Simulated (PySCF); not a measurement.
C3H4Cl2Ge, SMILES ClC1=[CH][Ge@H]([Cl])[CH2]1.

Coordinates come from a PBE-D3(BJ)/def2-SVP optimisation. The structure was generated by enumeration; whether it is a known compound was not checked.

Calculation: PBE-D3(BJ)/def2-SVP (PySCF 2.14.0).

Frequencies are harmonic and unscaled.

### Question
List the normal modes with their intensities. (Estimate from the structure and the level; the computed values follow.)

### Answer

| mode | ν (cm⁻¹) | IR (km/mol) | moving atoms (share of kinetic energy) |
|---|---|---|---|
| 1 | 58 | 1.3 | Cl 70 %, Ge 14 %, C 13 % |
| 2 | 145 | 1.5 | C 40 %, Cl 28 %, H 19 %, Ge 12 % |
| 3 | 214 | 2.2 | C 53 %, Cl 23 %, Ge 13 %, H 11 % |
| 4 | 283 | 0.9 | C 59 %, Cl 23 %, H 10 % |
| 5 | 320 | 10.8 | Cl 54 %, Ge 32 %, C 11 % |
| 6 | 408 | 72.7 | Cl 62 %, Ge 34 % |
| 7 | 421 | 12.3 | C 54 %, H 42 % |
| 8 | 550 | 7.9 | C 59 %, H 23 %, Ge 11 % |
| 9 | 582 | 20.1 | H 93 % |
| 10 | 634 | 10.7 | C 59 %, H 21 %, Cl 11 %, Ge 9 % |
| 11 | 679 | 34.5 | H 86 %, C 12 % |
| 12 | 731 | 88.4 | H 71 %, C 27 % |
| 13 | 812 | 48.8 | C 80 %, H 16 % |
| 14 | 830 | 7.3 | H 81 %, C 19 % |
| 15 | 978 | 19.8 | C 54 %, H 44 % |
| 16 | 1030 | 4.8 | H 78 %, C 22 % |
| 17 | 1040 | 9.1 | H 71 %, C 29 % |
| 18 | 1148 | 106.3 | C 65 %, H 34 % |
| 19 | 1364 | 6.5 | H 88 %, C 12 % |
| 20 | 1546 | 92.3 | C 96 % |
| 21 | 2083 | 119.5 | H 99 % |
| 22 | 3009 | 4.3 | H 95 % |
| 23 | 3074 | 0.6 | H 90 %, C 10 % |
| 24 | 3174 | 1.3 | H 91 %, C 9 % |
